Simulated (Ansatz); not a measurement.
Geometry optimisation, RKS PBE/def2-SVP (Ansatz 0.2.0).

The input (input.yaml):

```yaml
crystal:
  periodic: [false, false, false]
  atoms:
    - { symbol: W, position_ang: [-0.132451, 0.251261, 0.370192] }
    - { symbol: F, position_ang: [0.610689, -0.170407, 2.023823] }
    - { symbol: H, position_ang: [1.486999, -0.177002, 0.072111] }
    - { symbol: F, position_ang: [0.281232, 1.992394, -0.218085] }
    - { symbol: F, position_ang: [-1.878939, -0.354216, -0.002725] }
    - { symbol: H, position_ang: [0.201165, -1.339924, -0.067389] }
    - { symbol: H, position_ang: [0.240905, -0.072106, -1.238427] }
basis:
  gaussian: { orbitals: def2-SVP }
hamiltonian:
  xc: pbe
relax:
  f_tol: 0.03
  max_steps: 50
output:
  orbitals: {}
```

Command:

```bash
$ ansatz run input.yaml --threads 1 --pin off --max-ram 2048MiB --backend cpu --events-out ev --progress --plain --runs-dir out
```

Problem. Where does it end, and by what steps?

Solution. It converged. After 4 steps the energy has fallen by 0.066 eV; H3 moved furthest, 0.17 Å.

```csv
step,energy less start (eV),largest force component (eV/Å),accepted
0,0.0000,0.804,yes
1,-0.0245,0.389,yes
2,-0.0241,1.139,no
3,-0.0587,0.080,yes
4,-0.0661,0.019,yes
```

```xyz
7
Properties=species:S:1:pos:R:3
W -0.115 0.256 0.383
F 0.526 -0.226 2.087
H 1.468 -0.092 -0.075
F 0.333 1.988 -0.204
F -1.857 -0.324 -0.029
H 0.273 -1.339 0.005
H 0.181 -0.133 -1.228
```

Whether the end is a true minimum wasn't checked by a vibrational analysis.

The run took 18 s on 1 thread of Arm Neoverse V1 (shared host), peak memory 0.12 GiB.
